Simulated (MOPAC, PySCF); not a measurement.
Dissociation curve of SnH, doublet.

Levels: PM3, unrestricted, heats of formation (MOPAC); UCCSD(T) = PySCF 2.14.0 with CCSD(T) on UHF/def2-TZVP, 4 core orbitals frozen, def2 effective core potentials past Kr.

Energies relative to the lowest point of each curve near equilibrium, in kJ/mol:

```json
[
 {"R / Å": "1.32", "PM3": "138.2"},
 {"R / Å": "1.42", "PM3": "75.3"},
 {"R / Å": "1.52", "PM3": "30.2"},
 {"R / Å": "1.58", "PM3": "12.7"},
 {"R / Å": "1.67", "PM3": "0.0"},
 {"R / Å": "1.74", "PM3": "0.6"},
 {"R / Å": "1.78", "PM3": "4.4"},
 {"R / Å": "1.83", "PM3": "11.9"},
 {"R / Å": "1.90", "PM3": "26.5"},
 {"R / Å": "1.94", "PM3": "36.2"},
 {"R / Å": "2.08", "PM3": "73.9"},
 {"R / Å": "2.22", "PM3": "112.4"}
]
```

Estimate the UCCSD(T) values at these points.

1.32: 215.1; 1.42: 109.9; 1.52: 47.5; 1.58: 24.8; 1.67: 5.8; 1.74: 0.3; 1.78: 0.0; 1.83: 1.8; 1.90: 7.8; 1.94: 12.5; 2.08: 34.5; 2.22: 61.0 (kJ/mol).

The scan ran from 1.32 to 7.03 Å; beyond the distances shown one of the unrestricted levels run for this scan, shown here or not, changes its spin distribution in one step.
